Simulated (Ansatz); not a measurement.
`C=C[SiH2]N[SiH3]` + `[SiH3]S` → `C=CS[SiH3]` + `[SiH3]N[SiH3]`  (substitution at a C–Si bond)

Gas-phase electronic energies from Ansatz, PBE0-D4/def2-TZVP geometries. CCSD(T)/CBS is the MP2 limit (def2-TZVPP, def2-QZVPP) plus CCSD(T) − MP2 in def2-TZVPP, frozen cores. This one scheme is used for every species. Functionals use def2-TZVPP. One conformer a species, not always the lowest.

`C=C[SiH2]N[SiH3]`:

```xyz
14

C    -1.676    0.572   -2.347
C    -0.972    0.917   -1.272
Si    0.442   -0.109   -0.641
N     0.174   -0.643    0.980
Si    1.177   -0.466    2.372
H    -1.449   -0.332   -2.906
H    -2.503    1.170   -2.721
H    -1.245    1.833   -0.748
H     1.707    0.668   -0.606
H     0.582   -1.246   -1.596
H    -0.689   -1.148    1.127
H     2.350    0.353    1.978
H     0.450    0.209    3.483
H     1.651   -1.778    2.896
```

`[SiH3]S`:

Z-matrix (Å, degrees):
```
Si
S 1 2.137
H 1 1.485 2 111.6
H 1 1.485 2 111.6 3 -122.0
H 1 1.482 2 104.8 3 119.0
H 2 1.344 1 94.7 3 60.9
```

`C=CS[SiH3]`:

Cartesian coordinates in Å:
```
C -0.338 1.817 -1.243
C -0.490 0.670 -0.596
S 0.531 -0.736 -0.884
Si 0.541 -1.566 1.082
H 0.468 1.975 -1.950
H -1.035 2.630 -1.083
H -1.306 0.530 0.108
H 1.177 -2.899 0.954
H -0.856 -1.695 1.574
H 1.306 -0.726 2.039
```

`[SiH3]N[SiH3]`:

```xyz
10

Si    1.436    0.459   -0.407
N     0.074   -0.586   -0.229
Si   -1.459   -0.256    0.493
H     1.171    1.674    0.402
H     1.667    0.860   -1.823
H     2.680   -0.204    0.070
H     0.166   -1.498   -0.655
H    -1.351    1.052    1.185
H    -1.824   -1.317    1.472
H    -2.559   -0.185   -0.508
```

```json
{"level": "LDA (SPW92)", "ΔE (kcal/mol)": "9.1", "difference from CCSD(T)/CBS": "-2.5"}
{"level": "revPBE-D4", "ΔE (kcal/mol)": "8.9", "difference from CCSD(T)/CBS": "-2.7"}
{"level": "BLYP-D4", "ΔE (kcal/mol)": "9.5", "difference from CCSD(T)/CBS": "-2.1"}
{"level": "B2PLYP", "ΔE (kcal/mol)": "10.9", "difference from CCSD(T)/CBS": "-0.7"}
{"level": "revPBE", "ΔE (kcal/mol)": "9.5", "difference from CCSD(T)/CBS": "-2.1"}
{"level": "CAM-B3LYP", "ΔE (kcal/mol)": "11.2", "difference from CCSD(T)/CBS": "-0.4"}
{"level": "MP2/def2-SVP", "ΔE (kcal/mol)": "10.3", "difference from CCSD(T)/CBS": "-1.3"}
{"level": "CCSD(T)/def2-SVP", "ΔE (kcal/mol)": "10.5", "difference from CCSD(T)/CBS": "-1.1"}
{"level": "SCS-MP2/def2-TZVPP", "ΔE (kcal/mol)": "11.0", "difference from CCSD(T)/CBS": "-0.6"}
{"level": "SCS-MP2/def2-QZVPP", "ΔE (kcal/mol)": "11.0", "difference from CCSD(T)/CBS": "-0.6"}
{"level": "CCSD(T)/CBS", "ΔE (kcal/mol)": "11.6", "difference from CCSD(T)/CBS": "0"}
```

Largest T1 diagnostic among the species: 0.012.

In def2-TZVPP, CCSD(T) changes the Hartree–Fock value by −1.0 kcal/mol (the triples alone add −0.5 kcal/mol) and MP2 by −1.7 kcal/mol. From BLYP to BHLYP (50 % exact exchange), in def2-TZVPP and without D4, ΔE moves by +1.8 kcal/mol. At CCSD(T), def2-SVP lies −1.1 kcal/mol from the extrapolated value and def2-TZVPP +0.1 kcal/mol.

CCSD(T)/CBS has its own doubt, a few kJ/mol and more with outer-core shells, so smaller differences from it don't rank the levels.
